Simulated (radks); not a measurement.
Fractional charge and spin in the 4s shell of manganese: the spin-up occupation runs from 0 to 1 and the spin-down occupation from 0 to 1; the fullest corner is Mn, [Ar] 3d(up 2.5, down 2.5) 4s(up 1, down 1). Method: scalar-relativistic Kohn-Sham, PBE, spin-polarised, spherical densities, point nucleus; computed with a radial shooting solver on a logarithmic mesh with Libxc functionals. Energy (eV) minus the two flat planes that join the four corners (they meet along the diagonal where the two added fractions sum to one electron); zero is where a piecewise linear energy would lie.

| down \ up | 0 | 0.25 | 0.5 | 0.75 | 1 |
|---|---|---|---|---|---|
| 0 | 0.000 | -0.669 | -0.887 | -0.662 | 0.000 |
| 0.25 | -0.669 | -0.815 | -0.524 | 0.197 | -0.586 |
| 0.5 | -0.887 | -0.524 | 0.263 | -0.461 | -0.775 |
| 0.75 | -0.662 | 0.197 | -0.461 | -0.716 | -0.576 |
| 1 | 0.000 | -0.586 | -0.775 | -0.576 | 0.000 |

Corners above the fullest one (they belong to Mn+ and the next ion): (up 1, down 0) 8.153 eV, (up 0, down 1) 8.153 eV, (up 0, down 0) 24.015 eV. With half an added electron in each spin the energy lies 0.263 eV from the planes, and with half an added electron in spin up alone -0.887 eV. The planes are only a guide here: the flat-plane condition holds for ground states with one frontier orbital, while other shells are open and held unpolarised.
